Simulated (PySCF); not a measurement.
Cl6Y2, SMILES [Cl][Y]12([Cl])<-[Cl][Y]1([Cl])([Cl])<-[Cl]2.

Coordinates come from a PBE0-D3(BJ)/def2-SVP optimisation. The multiplicity is an assumed one; other spin states were not compared. The def2 effective core potentials stand for the cores of Y; spin–orbit coupling is left out. Other conformers were not sampled.

Two levels are set side by side: PBE/def2-SVP (PySCF) and ωB97X/def2-SVP (PySCF). Same geometry, gas phase. Differences are taken from unrounded values.

```json
[
 {"quantity": "orbital gap (eV)", "ωB97X": "10.75", "PBE": "4.28", "PBE minus ωB97X": "-6.47"},
 {"quantity": "highest occupied level (eV)", "ωB97X": "-11.64", "PBE": "-7.84", "PBE minus ωB97X": "3.80"},
 {"quantity": "lowest empty level (eV)", "ωB97X": "-0.89", "PBE": "-3.56", "PBE minus ωB97X": "-2.67"},
 {"quantity": "mean polarisability (bohr³)", "ωB97X": "117.2", "PBE": "133.1", "PBE minus ωB97X": "15.9"}
]
```

Without exact exchange PBE keeps part of each electron's self-repulsion, which lifts occupied levels and narrows the gap. Loosely held outer electrons make PBE densities more polarisable. Differences between two approximate levels are no errors against the true value.

Rough cost on one machine, each run with all the roots and properties that it gave: ωB97X against PBE within a factor of 2.
